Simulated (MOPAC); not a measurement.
A run for MOPAC: PM6 on NaP, 2S+1 = 3, a spin state set in the input, which need not be the lowest, a point of a bond scan (R = 2.662 Å).

```
PM6 1SCF PRECISE CHARGE=0 UHF MS=1 THREADS=1
NaP

Na     0.00000000 1     0.00000000 1     0.00000000 1
P      0.00000000 1     0.00000000 1     2.66217900 1
```

It printed:

```
*******************************************************************************
 **                                                                           **
 **                              MOPAC v23.2.5                                **
 **                                                                           **
 *******************************************************************************
 ** MOPAC's Digital Object Identifier: https://doi.org/10.5281/zenodo.6511958 **
 **                                                                           **
 ** Please cite the open-source release paper for use of this MOPAC version:  **
 ** J. E. Moussa and J. J. P. Stewart (2026)                                  **
 ** MOPAC: An open-source semiempirical molecular orbital program             **
 ** J. Open Source Softw., 11(119), 8025, https://doi.org/10.21105/joss.08025 **
 *******************************************************************************

                              PM6 CALCULATION RESULTS

 *******************************************************************************
 *  PM6        - The PM6 Hamiltonian to be used
 *  UHF        - UNRESTRICTED HARTREE-FOCK CALCULATION
 *
 *
 *
 *                 CHARGE ON SYSTEM = 0
 *
 *
 *
 *  MS=        - IN MECI, MAGNETIC COMPONENT OF SPIN =  1.0
 *  PRECISE    - TIGHTER CRITERIA TO BE USED
 *  1SCF       - DO 1 SCF AND THEN STOP
 *  THREADS=1  - MULTI-THREADING NOT USED
 *  T=         - A TIME OF 172800.0 SECONDS REQUESTED
 *  DUMP=N     - RESTART FILE WRITTEN EVERY 7200.0 SECONDS REQUESTED
 *******************************************************************************
PM6 1SCF PRECISE CHARGE=0 UHF MS=1 THREADS=1
 NaP

   ATOM   CHEMICAL          X               Y               Z
  NUMBER   SYMBOL      (ANGSTROMS)     (ANGSTROMS)     (ANGSTROMS)

     1      Na          0.00000000  *   0.00000000  *   0.00000000  *
     2       P          0.00000000  *   0.00000000  *   2.66217900  *



          CARTESIAN COORDINATES

    NO.       ATOM           X           Y           Z

     1        Na          0.0000      0.0000      0.0000
     2         P          0.0000      0.0000      2.6622

 General Reference for PM6:
 "Optimization of Parameters for Semiempirical Methods V: Modification of NDDO Approximations
 and Application to 70 Elements", J. J. P. Stewart, J. Mol. Mod., 13, 1173-1213 (2007)
 URL: https://link.springer.com/article/10.1007/s00894-007-0233-4

           Empirical Formula: Na P  =     2 atoms



      MOLECULAR POINT GROUP   :   C*v


          UHF CALCULATION, NO. OF ALPHA ELECTRONS =    4
                           NO. OF BETA  ELECTRONS =    2

 -------------------------------------------------------------------------------
 PM6 1SCF PRECISE CHARGE=0 UHF MS=1 THREADS=1
 NaP



     1SCF WAS SPECIFIED, SO BFGS WAS NOT USED
     SCF FIELD WAS ACHIEVED


                              PM6 CALCULATION
                                                       MOPAC v23.2.5 Linux




          FINAL HEAT OF FORMATION =         67.98319 KCAL/MOL =     284.44168 KJ/MOL


          COSMO AREA              =        112.72 SQUARE ANGSTROMS
          COSMO VOLUME            =        104.48 CUBIC ANGSTROMS

          IONIZATION POTENTIAL    =          5.676016 EV
          ALPHA SOMO LUMO (EV)    =         -6.684  0.167
          BETA  SOMO LUMO (EV)    =         -5.676  0.308
          NO. OF ALPHA ELECTRONS  =          4
          NO. OF BETA  ELECTRONS  =          2
          MOLECULAR WEIGHT        =         53.9635         POINT GROUP:  C*v

          MOLECULAR DIMENSIONS (Angstroms)

            Atom       Atom       Distance
            P     2   Na     1     2.66218
            P     2   Na     1     0.00000
           Na     1    P     2     0.00000


          SCF CALCULATIONS        =          1





   ATOM   CHEMICAL          X               Y               Z
  NUMBER   SYMBOL      (ANGSTROMS)     (ANGSTROMS)     (ANGSTROMS)

     1      Na          0.00000000  *   0.00000000  *   0.00000000  *
     2       P          0.00000000  *   0.00000000  *   2.66217900  *

                             CARTESIAN COORDINATES

   1   Na        0.000000000     0.000000000     0.000000000
   2    P        0.000000000     0.000000000     2.662179000


           Empirical Formula: Na P  =     2 atoms



      MOLECULAR POINT GROUP   :   C*v


          ALPHA EIGENVALUES
 -14.81057  -7.17434  -7.17434  -6.68370   0.16667   4.12945   5.13065   5.13065
 148.37777 148.37777 149.09881 149.09881 149.27808


           BETA EIGENVALUES
 -13.13224  -5.67602   0.30767   1.81886   1.81886   4.15821   5.38834   5.38834
 150.05311 150.09728 150.09728 150.11297 150.11297


              NET ATOMIC CHARGES AND DIPOLE CONTRIBUTIONS

  ATOM NO.   TYPE          CHARGE      No. of ELECS.   s-Pop       p-Pop       d-Pop
    1         Na           0.536998        0.4630     0.23132     0.23168
    2          P          -0.536998        5.5370     1.86883     3.66801     0.00016
 DIPOLE           X         Y         Z       TOTAL
 POINT-CHG.     0.000     0.000    -6.867     6.867
 HYBRID         0.000     0.000    -3.433     3.433
 SUM            0.000     0.000   -10.300    10.300


          ATOMIC ORBITAL ELECTRON POPULATIONS

     Atom    s        px        py        pz      x^2-y^2     xz        z^2       yz        xy
    1 Na   0.23132   0.01001   0.01001   0.21166
    2  P   1.86883   0.98997   0.98997   1.68807   0.00000   0.00002   0.00012   0.00002   0.00000


                    (SZ)    =    1.000000
                    (S**2)  =    2.016106


          ATOMIC ORBITAL SPIN POPULATIONS

    Atom   Total    s     px     py     pz   x^2-y^2  xz     z^2    yz     xy
         Atomic
    1 Na -0.0781 -0.062  0.010  0.010 -0.036
    2  P  2.0781  0.015  0.990  0.990  0.083  0.000  0.000 -0.000  0.000  0.000

 **********************
 *                    *
 * JOB ENDED NORMALLY *
 *                    *
 **********************




 == MOPAC DONE ==
```

The run finished.

Cost: around 0.04 core-seconds (rough).
